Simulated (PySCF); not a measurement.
A structure optimised at PBE-D3(BJ)/def2-SVP, used in a PySCF frequency run:

```xyz
12

C      2.2458     0.8080     0.8151
C      1.5261     0.2696    -0.1803
F      1.9528     0.3516    -1.4736
Si    -0.1403    -0.6242    -0.0707
Si    -1.7300     0.5069    -1.3801
Cl    -0.7607    -0.6028     1.9276
H      1.8771     0.7306     1.8475
H      3.1990     1.3235     0.6179
H      0.0319    -2.0542    -0.5004
H     -3.0745    -0.1513    -1.2364
H     -1.8120     1.9316    -0.9071
H     -1.3120     0.4806    -2.8254
```
Charge 0, spin multiplicity 1.

Write its SMILES and formula.

C=C(F)[Si@H]([SiH3])Cl, C2H6ClFSi2

What are its rotational constants (standard atomic weights)?

1.7336, 1.5052, 0.89329 GHz
